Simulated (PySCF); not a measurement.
## Calculated data, CH$_{6}$BGe

Computed with PySCF 2.14.0. Calculation on a computer-drawn molecule: optimised geometry and harmonic frequencies of an isolated molecule of the commonest isotopes, restricted reference for singlets and unrestricted otherwise, frozen core in MP2; on germanium a core potential holds 10 electrons, which the energies leave out, and 3d is frozen in MP2 and coupled-cluster steps.

CH$_{6}$BGe

Start structure:
```xyz
9
CH6BGe
B     -1.3391     0.0554    -0.3264
C     -0.6689     1.4264    -0.4698
Ge     0.0673     2.4393     0.9671
H     -1.1956    -0.7583    -1.1261
H     -2.0133    -0.1637     0.6505
H     -0.4882     1.8048    -1.4421
H     -0.3600     3.9204     0.8911
H     -0.2483     1.9277     2.2988
H      1.5556     2.5922     0.9013
```

Here we set charge 0, multiplicity 2, method HF, basis cc-pVDZ and basis and core potential on germanium cc-pVDZ-PP ECP10MDF.

Results for CH$_{6}$BGe: rotational constants 30.84, 3.523, 3.29 GHz; total energy -359.3617 hartree; spin squared 0.7587; convergence status largest gradient component 1.092e-06 hartree/bohr.

Drawn bonds:
```
atom  other atom  order
   1           2      1
   2           3      1
   1           4      1
   1           5      1
   2           6      1
   3           7      1
   3           8      1
   3           9      1
```

Optimised structure:
```xyz
9
CH6BGe
B     -1.3536     0.0595    -0.3142
C     -0.5370     1.3658    -0.4614
Ge     0.0775     2.5222     0.9894
H     -1.6763    -0.5711    -1.2850
H     -1.6760    -0.3419     0.7717
H     -0.2626     1.6991    -1.4618
H     -0.5053     3.9298     0.8105
H     -0.3648     1.9556     2.3399
H      1.6076     2.6254     0.9553
```

Modes:
```
frequency (cm⁻¹)  reduced mass (dalton)
           55.91                  1.209
           117.1                  1.111
           240.6                  2.549
           516.1                  1.053
           544.8                  2.303
             643                  1.374
           677.5                  1.351
             917                  1.093
           932.7                  1.268
           962.9                   1.02
           965.8                  1.029
            1044                  1.395
            1098                  2.141
            1276                  1.269
            1361                   1.56
            2204                  1.023
            2218                  1.021
            2240                  1.014
            2663                  1.054
            2729                  1.128
            3273                  1.086
```
